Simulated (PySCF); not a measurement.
## Sn₂Se: from structure and modes to constants

All numbers come from PySCF, PBE0, basis Se def2-SVP, Sn def2-SVP with ECP28 (scalar-relativistic core potentials, no spin–orbit coupling, density fitting).

The singlet minimum has C2v symmetry. Masses (u): Se 79.91652, Sn 119.90220.

```xyz
3
charge 0 multiplicity 1, angstrom
Se    0.0000    0.0000   -1.5882
Sn    1.4626    0.0000    0.5293
Sn   -1.4626    0.0000    0.5293
```

Harmonic wavenumbers (cm⁻¹): 154.4 (a1, ×1), 192.5 (b2, ×1), 266.6 (a1, ×1).

**Question.** Find the principal moments of inertia and the rotational constants. What kind of rotor is it?

**Answer.** About the centre of mass I = 268.76, 512.96, 781.72 u Å². With B = 16.8576/I this gives 0.06272, 0.03286, 0.02156 cm⁻¹. The molecule is an asymmetric top with κ = -0.45.

**Question.** What is the harmonic zero-point energy?

**Answer.** Half the sum of all 3 wavenumbers, 613/2 = 307 cm⁻¹, which is 3.7 kJ/mol (1 cm⁻¹ = 0.0119627 kJ/mol).

**Question.** Give the standard entropy (298.15 K, 1 bar) by its translational, rotational, vibrational and spin parts, and Cp.

**Answer.** Sackur–Tetrode with M = 319.72 u gives 180.8; rotation with symmetry number 2 gives 119.6; vibration 26.9; spin R ln 1 = 0.0. The total is 327.4 J/(mol K), and Cp = 4 R + 22.9 = 56.2 J/(mol K).

This need not be the most stable arrangement of these atoms.
